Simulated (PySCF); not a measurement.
# Si⁺ (silicon, charge +1) across methods

[Ne] 3s2 3p1, 2P determinant. Computed with PySCF 2.14 in def2-TZVPPD, with the non-relativistic Hamiltonian (point nucleus).

| method | E (hartree) | mean ε 3s α (eV) | mean ε 3s β (eV) | mean ε 3p α (eV) | Σ⟨r²⟩ (bohr²) | ⟨S²⟩ |
| --- | --- | --- | --- | --- | --- | --- |
| M06-L | -289.0606 | -19.519 | -18.344 | -12.257 | 19.37 | 0.756 |
| r2SCAN | -289.0356 | -19.513 | -18.511 | -12.565 | 19.83 | 0.760 |
| B3LYP | -289.0940 | -20.373 | -19.355 | -13.029 | 19.81 | 0.754 |
| M06-2X | -289.0558 | -21.747 | -20.652 | -14.030 | 19.80 | 0.753 |
| PBE0 | -288.9476 | -20.661 | -19.475 | -13.343 | 19.81 | 0.756 |
| LDA | -287.9051 | -19.364 | -18.518 | -12.081 | 19.82 | 0.752 |
| UHF | -288.57025 | -24.077 | -21.663 | -16.214 | 20.14 | 0.766 |
| PBE | -288.9219 | -19.267 | -18.383 | -12.204 | 19.81 | 0.754 |
| M06 | -289.0617 | -20.576 | -19.423 | -12.930 | 19.50 | 0.752 |
